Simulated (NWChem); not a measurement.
Molecule: SeCl2; SMILES Cl[Se]Cl

All runs: NWChem. Pople sets run with spherical d functions. Medium grid unless said otherwise, to which SCAN and Minnesota functionals are sensitive. Coordinates come from a B3LYP/6-31G* (spherical d) optimisation. Hybrids' shares of exact exchange are those that their runs print; pure functionals count as 0. The functionals differ in more than this share.

```csv
row,share of exact exchange,orbital gap (eV)
PBE/6-31G*,0.00,1.92
"LDA (Slater exchange, VWN5)/6-31G*",0.00,1.81
B3LYP/6-31G*,0.20,3.61
B97-2/6-31G*,0.21,3.77
r2SCAN0/6-31G*,0.25,4.30
PW6B95/6-31G*,0.28,4.24
M06-2X/6-31G*,0.54,6.40
Hartree-Fock/6-31G*,1.00,withheld
```

Q: Fit a straight line of the last column on the one before it, predict the withheld value, and compare with the run.

A: 
1. Means of the 7 shown rows: x = 0.211, y = 3.721. Slope Σ(x − x̄)(y − ȳ)/Σ(x − x̄)² = 1.724/0.2037 = 8.465; intercept 1.932.
2. The shown rows scatter about the line by 0.118 (root mean square); the largest residual is +0.25, at r2SCAN0/6-31G*.
3. At x = 1.00 (Hartree-Fock/6-31G*; beyond the shown range) the line gives 10.40.
4. The run gives 10.65, +0.25 from the line, 2.1 times the scatter.
